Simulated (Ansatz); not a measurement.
Basis-set extrapolation for C2H6O2SSi (`O[SiH2]/C(O)=C/S`) (PBE0-D4/def2-TZVP geometry, frozen core, Ansatz). Multiplicity 1, RHF reference.

```
                      def2-TZVPP   def2-QZVPP
                 HF  -915.567268  -915.598381
    MP2 correlation    -1.097683    -1.182914
CCSD(T) correlation    -1.190363      not run
```

Energies in hartree. Use E(X) = E(∞) + A·exp(−7.88·√X) for Hartree–Fock and E(X) = E(∞) + B·X^(−2.97) for correlation, with X = 3 and 4, and add CCSD(T) minus MP2 of the smaller set to the MP2 limit.

What is the CCSD(T) energy at the basis-set limit?

HF limit: -915.598381 + (-0.031113) × 0.13774 = -915.60267. MP2 limit: -1.182914 + (-0.085231) × 0.74074 = -1.24605. Higher-order term: -1.190363 − (-1.097683) = -0.09268. Total: -916.94140 hartree, 482.5 kJ/mol below CCSD(T)/def2-TZVPP.
